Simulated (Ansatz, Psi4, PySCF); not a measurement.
CH2Cl, charge -1, singlet, geometry from GFN2-xTB. Base run: WB97X/6-311G** run with PySCF.

The PySCF input:
```python
from pyscf import gto, scf, dft

mol = gto.M(
    atom='''
C     0.003763    0.162179   -1.249589
Cl   -0.001562    0.000183    0.619069
H     0.884064   -0.491403   -1.511094
H    -0.880087   -0.484781   -1.515547
''',
    basis='6-311g**',
    charge=-1,
    spin=0,
    verbose=4,
)

mf = dft.RKS(mol)
mf.xc = 'wb97x'
mf.kernel()
```

The same geometry, method and basis name were run in Ansatz (an electronic-structure program) and Psi4 and PySCF, at each program's defaults and at the settings that a row names. The base is PySCF at its defaults. Differences at the defaults can come from grids, fitting, cores and function types together.

```
code and settings                                                                             ΔE vs base (µEh)  basis functions      E (Eh)  SCF cycles
--------------------------------------------------------------------------------------------  ----------------  ---------------  ----------  ----------
PySCF, defaults (exact integrals, its default grid, spherical functions)                                   0.0               56  -499.45779          10
Psi4, defaults (density fitting with its default set, its default grid, spherical functions)               100               56  -499.45769           9
Ansatz, defaults (factorised integrals, its default grid, Cartesian functions)                            -961               57  -499.45875           -
PySCF, density fitting with def2-universal-jkfit                                                         -25.0               56  -499.45781          10
PySCF, fine grid                                                                                           7.5               56  -499.45778          10
Psi4, exact integrals, spherical functions, fine grid                                                      7.4               56  -499.45778          12
Ansatz, high accuracy, Cartesian functions as the basis file defines them                                 -967               57  -499.45875           -
```
